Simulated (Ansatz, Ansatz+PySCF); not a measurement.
```yaml
atoms:
  - { symbol: Li, position_ang: [-0.7872, -0.7872, -0.7872] }
  - { symbol: F, position_ang: [-0.8731, -0.8731, 0.8731] }
  - { symbol: F, position_ang: [-0.8731, 0.8731, -0.8731] }
  - { symbol: Li, position_ang: [-0.7872, 0.7872, 0.7872] }
  - { symbol: F, position_ang: [0.8731, -0.8731, -0.8731] }
  - { symbol: Li, position_ang: [0.7872, -0.7872, 0.7872] }
  - { symbol: Li, position_ang: [0.7872, 0.7872, -0.7872] }
  - { symbol: F, position_ang: [0.8731, 0.8731, 0.8731] }
```

Basis set: def2-SVP (spherical functions). Left uncorrelated: 4 orbitals. Charge 0, multiplicity 1.

Computed with Ansatz (development build ahead of 0.2.0); each method stands on the lowest determinant of its kind that the runs found. Restricted open shells among the atoms or ions are ROHF, correlated in semicanonical orbitals with singles.

The atomization energy at this shape (free ground-state atoms in the same class of orbitals less the molecule, no zero-point energy) of singlet Li4F4:

| method | atomization energy |
| --- | --- |
| RHF-MP2 | 696.51 kcal/mol |
| UHF | 539.24 kcal/mol |

Question: What does RHF give?

Answer: 548.23 kcal/mol. Caution: the shape is not the minimum.
